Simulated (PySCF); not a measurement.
A structure optimised at PBE-D3(BJ)/def2-SVP, used in a PySCF frequency run:

```
C
F 1 1.3831
F 1 1.3921 2 106.71
C 1 1.5096 2 109.30 3 -118.41
H 4 1.1067 1 109.97 2 -63.79
H 4 1.1070 5 108.94 1 121.14
H 4 1.1085 5 109.35 6 119.23
Si 1 1.9344 2 108.18 3 112.34
H 8 1.4962 1 108.48 2 -50.33
H 8 1.4994 9 111.61 1 120.47
Cl 8 2.0826 9 109.73 10 120.78
```

Q: Write its SMILES and formula.

A: CC(F)(F)[SiH2]Cl, C₂H₅ClF₂Si

Q: What are its rotational constants (standard atomic weights)?

A: 3.7846, 1.3271, 1.2344 GHz
